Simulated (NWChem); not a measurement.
System: CH4AlClO; SMILES [CH3][Al]([OH])[Cl]

```xyz
8

Al    -0.0663    -0.4075     0.0001
Cl     0.1130     1.7137     0.0000
C      1.5016    -1.5586     0.0000
H      1.2111    -2.6145     0.0039
H      2.1293    -1.3723     0.8793
H      2.1249    -1.3778    -0.8837
O     -1.6387    -1.0755     0.0000
H     -2.4250    -0.5150    -0.0002
```
Atoms are numbered in this order, from 1.

Results from NWChem. Coordinates come from a B3LYP/6-31G* (spherical d) optimisation.

Taking Hartree-Fock/pcseg-2 as the yardstick, which of these has the fewest basis functions while keeping “highest occupied level (eV)” within 0.05 eV of it: Hartree-Fock/STO-3G; Hartree-Fock/pcseg-1; Hartree-Fock/aug-pcseg-1; Hartree-Fock/def2-SVP?

Hartree-Fock/aug-pcseg-1.
| level | basis functions | highest occupied level (eV) | relative time (rough) |
|---|---|---|---|
| Hartree-Fock/STO-3G | 32 | -9.41 | 1 |
| Hartree-Fock/pcseg-1 | 84 | -12.02 | 4 |
| Hartree-Fock/def2-SVP | 84 | -11.83 | 3 |
| Hartree-Fock/aug-pcseg-1 | 136 | -11.95 | 20 |
| Hartree-Fock/pcseg-2 | 184 | -11.92 | 20 |

The yardstick is one finite set, not the basis-set limit.
